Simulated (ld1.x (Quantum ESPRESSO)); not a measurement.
**u(r) = r·R(r): atom against pseudo-atom (Se)**

Columns: radius, all-electron u(r) and pseudo u(r) of the 3d shell (level -53.12 eV) of selenium in the configuration [Ar] 3d10 4s2 4p4; PBEsol, scalar-relativistic, TM scheme, ld1.x (Quantum ESPRESSO) 7.5.

```
r (bohr)  all-electron  pseudo
   0.078        0.1271  0.0337
   0.155        0.4843  0.2294
   0.232        0.8451  0.6029
   0.310        1.0973  1.0155
   0.388        1.2231  1.2865
   0.465        1.2495  1.3566
   0.542        1.2115  1.2889
   0.620        1.1348  1.1675
   0.698        1.0388  1.0459
   0.775        0.9373  0.9377
   0.852        0.8363  0.8363
   0.930        0.7388  0.7388
   1.008        0.6486  0.6486
   1.085        0.5676  0.5676
   1.162        0.4950  0.4950
   1.240        0.4298  0.4298
   1.318        0.3723  0.3723
   1.395        0.3226  0.3226
   1.472        0.2791  0.2791
   1.550        0.2407  0.2407
   1.628        0.2073  0.2073
   1.705        0.1788  0.1788
   1.782        0.1540  0.1540
   1.860        0.1324  0.1324
   1.938        0.1137  0.1137
   2.015        0.0978  0.0978
```

Task: How many radial nodes do the two functions have?

Result: The all-electron 3d function has n − l − 1 = 0; the pseudo-wave has 0.

Task: At about which radius was the pseudo-wave matched?

Result: 0.85 bohr, where the columns begin to agree (steps of 0.08 bohr).

Task: Is the pseudo-wave norm-conserving?

Result: Yes: the TM scheme keeps the norm inside the radius equal to the all-electron one, which fixes the energy derivative of the logarithmic derivative at the level.
